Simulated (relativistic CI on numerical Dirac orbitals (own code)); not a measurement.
**Forbidden transitions in Tb XXXIII**

These numbers are calculated, not measured: Dirac-Coulomb-Breit CI, separate exchange-only KLI orbitals for each configuration, a model potential for QED, unscaled Slater integrals (own radial code, finite nucleus).

CI space (outside the closed core [Ar] 3d10): 4s2.4p3, 4s.4p4, 4s2.4p2.4d, 4p5, 4s.4p3.4d, 4s2.4p2.4f, 4s.4p3.4f, 4p4.4d, 4s.4p2.4d2, 4s2.4p.4d.4f, 4p4.4f, 4s2.4p.4d2, 4s2.4d3, 4s.4p.4d3, 4s2.4d2.4f, 4s.4p.4d2.4f, 4p3.4d2, 4p2.4d3, 4p2.4d2.4f. Double excitations out of closed p, d and f shells are left out; levels of such configurations are missing from the list, as are those of other unlisted configurations, and high levels can miss mixing partners.

```csv
λ vac (nm),Lower,Upper,Type,A (s⁻¹),log gf
9.4036,4s2.4p3 2D°_5/2 [3],4s2.4p2.4d 2G_9/2 [19],M2,2.56e+03,-7.47
19.743,4s.4p4 4P_5/2 [6],4s2.4p2.4d 2G_9/2 [19],E2,1.82e+03,-6.97
22.558,4s2.4p2.4d 2G_7/2 [16],4s2.4p2.4d 4F_9/2 [34],M1,3.36e+04,-5.59
23.367,4s2.4p3 4S°_3/2 [2],4s2.4p3 2P°_3/2 [5],M1,1.20e+06,-4.41
23.691,4s2.4p3 2P°_3/2 [1],4s2.4p3 2P°_1/2 [4],E2,1.80e+04,-6.52
23.691,4s2.4p3 2P°_3/2 [1],4s2.4p3 2P°_1/2 [4],M1,5.91e+05,-5.00
25.026,4s2.4p2.4d 4D_7/2 [17],4s2.4p2.4d 4F_9/2 [34],M1,3.15e+05,-4.53
25.591,4s2.4p3 2D°_5/2 [3],4s2.4p3 2P°_3/2 [5],M1,2.72e+05,-4.97
26.729,4s2.4p3 2P°_3/2 [1],4s2.4p3 2D°_5/2 [3],E2,1.41e+04,-6.04
26.729,4s2.4p3 2P°_3/2 [1],4s2.4p3 2D°_5/2 [3],M1,1.41e+05,-5.04
27.831,4s2.4p2.4d 2G_9/2 [19],4s2.4p2.4d 4F_9/2 [34],M1,3.73e+05,-4.36
29.172,4s2.4p3 2P°_1/2 [4],4s2.4p3 2P°_3/2 [5],M1,1.96e+05,-5.00
29.680,4s2.4p3 2P°_3/2 [1],4s2.4p3 4S°_3/2 [2],M1,7.71e+05,-4.39
31.244,4s2.4p2.4d 4D_5/2 [10],4s2.4p2.4d 2G_9/2 [19],E2,3.40e+03,-6.30
36.508,4s2.4p2.4d 2F_7/2 [25],4s2.4p2.4d 4F_9/2 [34],M1,1.92e+05,-4.42
119.05,4s2.4p2.4d 2G_7/2 [16],4s2.4p2.4d 2G_9/2 [19],M1,7.26e+03,-4.81
```

Terms are leading LS components. Brackets give the number of a level in order of energy, since labels repeat. The list gives strong lines, with weight on those to low levels, among the lowest 200 of 3430 levels, so that lines to higher ones, which can be the strongest, are missing. Levels whose partners in the same complex of configurations lie outside the list can be far off, and so can their lines. Rates are taken at the computed energies, electric ones in the length gauge.

At this charge energies of transitions that change n are usually good to better than 1 %, and those within a shell (Δn = 0) to a few per cent.

(1) From the table, what is the radiative lifetime of 4s2.4p2.4d 2G_9/2?

Answers

(1) The listed rates from this level add up to about 1.51e+04 s⁻¹, 97 % of its decay; with all channels τ = 6.45e-05 s.

LS names give the leading component of a level, which can be under half, so a name can repeat, a term be missing and a line seem to break the LS rules.
